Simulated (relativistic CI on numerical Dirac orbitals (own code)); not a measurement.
**From line strength to rate: Kr II 4739.00 Å (air)**

Problem. For 4s²4p⁴5s ⁴P5/2 – 4s²4p⁴5p ⁴P°5/2 of Kr II a semi-empirical relativistic CI calculation gives the line strength S = 42.81 e²a₀² in the length gauge. The measured levels are 112828.27 and 133923.86 cm⁻¹ (NIST Handbook). Find gf, f, A and the partial lifetime.

Working.
1. σ = 133923.86 − 112828.27 = 21095.59 cm⁻¹, so the vacuum wavelength is 10⁸/σ = 4740.33 Å.
2. gf = 303.756 S/λ(Å) = 2.743, log gf = 0.438; with g = 6 for the lower level, f = 0.457.
3. A = 2.02613 × 10¹⁸ S/(g_u λ³) with g_u = 6: A = 1.36 × 10^8 s⁻¹.
4. The partial lifetime for this S is 1/A = 7.37 ns; in the calculation this line carries 84 % of the decay of the upper level.

Check. The Handbook lists A = 7.60 × 10^7 s⁻¹, a tabulated value with its own uncertainty (a few per cent for the best lines, 25 % or more for others); ours lies 79 % above it. The velocity form of the same calculation gives S = 38.8, and the gap between the two forms is a rough gauge of the error in S. A miss this large is common for lines of near-neutral atoms, where core polarisation and correlation outside the CI space change S. With the computed energy (19998 cm⁻¹) in place of the measured one the rate would change by the factor (σ_calc/σ)³ = 0.85.
